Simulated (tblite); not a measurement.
Species: C₉H₁₀Si.
Numbering: `[SiH3:1][C:2]1=[CH:3][C:4]2([CH:5]=[CH:6][CH:7]=[CH:8]2)[CH:9]=[CH:10]1` (hydrogens: H11, H12, H13 on Si1; H14 on C3; H15 on C5; H16 on C6; H17 on C7; H18 on C8; H19 on C9; H20 on C10)

Computed with GFN2-xTB (tblite), gas phase: L-BFGS steps from a force-field or distance-geometry start until the largest atomic force falls under 0.01 eV/Å.

Step 17: E = -707.7572 eV
```
atom  x, y, z in Å  |  force x, y, z in eV/Å
Si1     3.3859    0.1281   -0.2480    0.033  -0.003   0.012
C2      1.5500   -0.2603   -0.3190    0.028   0.012   0.021
C3      0.5973    0.4073    0.3538    0.009   0.012  -0.021
C4     -0.7675   -0.1496    0.0430   -0.025   0.019  -0.012
C5     -1.5695   -0.4742    1.2687   -0.010   0.038  -0.008
C6     -2.6339    0.3344    1.3356   -0.013   0.016   0.004
C7     -2.6480    1.2122    0.1810   -0.029  -0.028   0.025
C8     -1.5972    0.9343   -0.5988   -0.012   0.006   0.035
C9     -0.4248   -1.2898   -0.8693    0.003   0.025   0.011
C10     0.8944   -1.3191   -1.0772    0.030  -0.007   0.001
H11     3.6012    1.5012   -0.7129   -0.001   0.007  -0.004
H12     4.1529   -0.7898   -1.0923   -0.059  -0.032  -0.010
H13     3.8328    0.0052    1.1429    0.014  -0.002  -0.008
H14     0.7291    1.2513    1.0048   -0.019   0.006   0.017
H15    -1.2674   -1.2339    1.9665    0.001   0.022  -0.034
H16    -3.3802    0.3520    2.1107    0.008  -0.009  -0.007
H17    -3.4032    1.9596    0.0050    0.028  -0.040  -0.016
H18    -1.3067    1.4024   -1.5218   -0.010  -0.032   0.030
H19    -1.1730   -1.9478   -1.2705   -0.023   0.031  -0.023
H20     1.4227   -2.0129   -1.7052    0.048  -0.039  -0.012
```

Step 18: E = -707.7580 eV
```
atom  x, y, z in Å  |  force x, y, z in eV/Å
Si1     3.3867    0.1271   -0.2474    0.061   0.006  -0.007
C2      1.5504   -0.2599   -0.3171    0.037   0.020   0.024
C3      0.5971    0.4078    0.3547    0.006   0.020  -0.020
C4     -0.7677   -0.1487    0.0421   -0.024   0.025  -0.002
C5     -1.5697   -0.4725    1.2675   -0.007   0.020   0.007
C6     -2.6342    0.3356    1.3365   -0.013  -0.003  -0.003
C7     -2.6502    1.2116    0.1814   -0.013  -0.012   0.009
C8     -1.5992    0.9342   -0.5981    0.000   0.006   0.014
C9     -0.4233   -1.2887   -0.8694   -0.024   0.026   0.003
C10     0.8958   -1.3178   -1.0768    0.024  -0.018   0.008
H11     3.6013    1.5016   -0.7149   -0.004  -0.028   0.009
H12     4.1527   -0.7932   -1.0938   -0.079  -0.006   0.012
H13     3.8377    0.0036    1.1431    0.006   0.001  -0.024
H14     0.7272    1.2514    1.0067   -0.015   0.003   0.014
H15    -1.2685   -1.2323    1.9646    0.012   0.005  -0.016
H16    -3.3795    0.3496    2.1121   -0.002   0.001   0.000
H17    -3.4042    1.9590    0.0030    0.011  -0.033  -0.010
H18    -1.3093    1.4010   -1.5216   -0.012  -0.023   0.020
H19    -1.1715   -1.9454   -1.2725   -0.023   0.026  -0.023
H20     1.4231   -2.0134   -1.7033    0.057  -0.036  -0.016
```

**Question.** Estimate the geometry and energy of step 19. (The exact step hangs on the optimiser's Hessian estimate; all steps are aligned on step 18, rigid shifts and turns removed.)

**Answer.** E = -707.7587 eV, largest force 0.089 eV/Å
```
atom  x, y, z in Å  |  force x, y, z in eV/Å
Si1     3.3887    0.1262   -0.2468    0.058   0.013  -0.018
C2      1.5515   -0.2592   -0.3146    0.031   0.016   0.018
C3      0.5969    0.4086    0.3553    0.006   0.025  -0.015
C4     -0.7683   -0.1474    0.0413   -0.005   0.022   0.008
C5     -1.5700   -0.4704    1.2665    0.002  -0.002   0.018
C6     -2.6348    0.3368    1.3375   -0.010  -0.024  -0.007
C7     -2.6527    1.2107    0.1820    0.005   0.003  -0.009
C8     -1.6013    0.9342   -0.5972    0.011   0.005  -0.006
C9     -0.4218   -1.2872   -0.8696   -0.030   0.019  -0.011
C10     0.8976   -1.3168   -1.0761    0.013  -0.024   0.017
H11     3.6014    1.5015   -0.7168   -0.002  -0.050   0.018
H12     4.1512   -0.7968   -1.0951   -0.086   0.008   0.022
H13     3.8429    0.0020    1.1427    0.004   0.004  -0.030
H14     0.7249    1.2515    1.0089   -0.008   0.000   0.008
H15    -1.2692   -1.2306    1.9623    0.023  -0.012   0.005
H16    -3.3789    0.3474    2.1135   -0.015   0.010   0.011
H17    -3.4052    1.9577    0.0010   -0.015  -0.015  -0.006
H18    -1.3123    1.3993   -1.5212   -0.012  -0.007   0.002
H19    -1.1705   -1.9424   -1.2749   -0.016   0.025  -0.020
H20     1.4248   -2.0144   -1.7016    0.049  -0.017  -0.005
```

The energy changes by -0.0007 eV. The first-order estimate −F·Δx gives -0.0010 eV and the mean of the old and new forces, exact on a quadratic surface, -0.0007 eV. The step makes an angle of 63° with the force vector and moves no atom by more than 0.005 Å.

The cost below is that of the whole relaxation. The run took 1.0 s wall on Intel Xeon Platinum 8259CL at 2.50 GHz, one thread, no GPU, shared host with 96 logical CPUs at a one-minute load of 48.
